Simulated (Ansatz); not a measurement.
Cost and result up the ladder for PtS2 (3 atoms). Charge 0, multiplicity 1. Geometry: r2SCAN-D4/def2-TZVP.

```xyz
3

Pt   -0.426    1.174   -0.472
S     0.775   -0.723   -0.612
S    -0.349   -0.450    1.083
```

Ansatz on 4 threads of Arm Neoverse V2 on a shared host. Times are rough, and most runs start from the orbitals of an earlier one. No level here is sound enough to serve as a yardstick. Binding counts from free atoms at the same level (Pt triplet, S triplet; other spins of the atoms weren't run), without zero-point energy or a counterpoise term.

In the def2 sets Pt takes a core potential; there is no spin–orbit coupling. LC-ωPBE has ω = 0.4 bohr⁻¹. HSE06 is defined as in plane-wave codes, on full-range PBE exchange. No other spin state of charge 0 was run. Another isomer (singlet) lies 0.11 eV lower at PBE0-D4/def2-TZVP; other spin states weren't run for this one.

Run but left out: CCSD(T)/def2-TZVPP (restricted singlet, unstable towards broken spin symmetry).

```csv
level,functions,wall time
PBE-D4/def2-TZVP (with forces),114,0.85 s
HSE06-D4/def2-TZVP,114,0.9 s
LC-ωPBE/def2-TZVP,114,1.4 s
PBE0-D4/def2-TZVP,114,1.5 s
r2SCAN-D4/def2-TZVP,114,1.9 s
```

**Question.** Estimate what each level gives for the binding energy per atom (eV).

**Answer.** 
```tsv
level	binding energy per atom (eV)	remarks
PBE-D4/def2-TZVP (with forces)	2.65	restricted SCF unstable in HF
HSE06-D4/def2-TZVP	2.42	restricted SCF unstable in HF
LC-ωPBE/def2-TZVP	2.22	restricted SCF unstable in HF
PBE0-D4/def2-TZVP	2.41	restricted SCF unstable in HF
r2SCAN-D4/def2-TZVP	2.49	restricted SCF unstable in HF
```
